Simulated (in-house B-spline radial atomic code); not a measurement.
# Response and correlation of Be

Closed shell [He] 2s2. Computed with a B-spline radial code for spherical atoms: Dirac-Hartree-Fock, relativistic RPA (time-dependent Dirac-Hartree-Fock) for the response and second-order many-body perturbation theory for correlation, no-pair Dirac-Coulomb Hamiltonian, finite nucleus.

Command:
```bash
python run_mb.py task.json out
```
Settings (nuclear radius in fm, box in bohr, cutoff in hartree):
```
basis_form          2
Z                   4
core_configuration  [He] 2s2
rms_radius          2.519
mass_number         9
speed_of_light      137.036
box_radius          45.0
lmax                7
intervals           70
virtual_cutoff      2000.0
```

Run time, properties included: 2.1 s on 1 thread of AMD EPYC 7571, on a shared host.

| multipole (bohr³, bohr⁵, bohr⁷) | uncoupled | coupled RPA |
| --- | --- | --- |
| dipole | 30.535 | 45.589 |
| quadrupole | 220.15 | 342.11 |
| octupole | 3952.3 | ? |

(1) What is the coupled octupole polarisability?

(2) Which subshells carry the dipole polarisability?

(3) What does the dipole shielding factor come to?

Dipole polarisability at imaginary frequency:

```tsv
u (Eh)	α(iu) (bohr³)
0	45.59
0.02	45.02
0.05	42.27
0.1	34.74
0.15	26.84
0.2	20.43
0.3	12.26
0.4	7.958
0.5	5.538
0.7	3.121
1	1.669
1.5	0.8154
2	0.4929
3	0.2463
5	0.1051
10	0.03233
```

(4) What dispersion coefficients follow for two such atoms?

(5) How good is RPA here?

Lowest J = 1 odd-parity excitations:

```json
{"energy (eV)": "4.5627e-06", "oscillator strength": "1e-24", "leading channel": "2s1/2 → p3/2", "weight": "0.66"}
{"energy (eV)": "4.8002", "oscillator strength": "1.38", "leading channel": "2s1/2 → p3/2", "weight": "0.667"}
{"energy (eV)": "6.42", "oscillator strength": "3.39e-09", "leading channel": "2s1/2 → p1/2", "weight": "0.667"}
{"energy (eV)": "6.7244", "oscillator strength": "0.0228", "leading channel": "2s1/2 → p3/2", "weight": "0.667"}
{"energy (eV)": "7.3852", "oscillator strength": "1.58e-09", "leading channel": "2s1/2 → p1/2", "weight": "0.667"}
{"energy (eV)": "7.4848", "oscillator strength": "0.00105", "leading channel": "2s1/2 → p3/2", "weight": "0.667"}
```

For an outer ns² shell RPA puts the lowest triplet far too low, and second order misses the ns²-np² near-degeneracy.

Second-order correlation energy by the highest angular momentum of the excited pair (hartree): s -0.01594, p -0.04841, d -0.007781, f -0.002286, g -0.0008921, h -0.0004132, i -0.0002155, k -0.0001213.

(6) What is the second-order correlation energy at the partial-wave limit?

Results:

(1) 5629 atomic units, +42 % against the uncoupled value.

(2) 2s1/2 100.2 %, 1s1/2 -0.2 %.

(3) The dipole shielding factor is 1.000, against the exact N/Z = 4/4 = 1.000 of the non-relativistic theorem.

(4) C6 = (3/π)∫α(iu)²du = 282.2 hartree·bohr⁶ and C8 = 13190 hartree·bohr⁸. The literature value of C6 is 227 (Chu and Dalgarno (2004); Tang, Norbeck and Certain (1976)).

(5) The recommended dipole polarisability is 37.74 bohr³ (Schwerdtfeger and Nagle, table of static dipole polarizabilities (2023 update)); RPA is off by +21 %, the part due to correlation beyond RPA.

(6) The listed waves sum to -0.076053 hartree; extrapolating the increments as (l + 1/2)⁻⁴ gives -0.076301 hartree, -0.519 eV per electron.
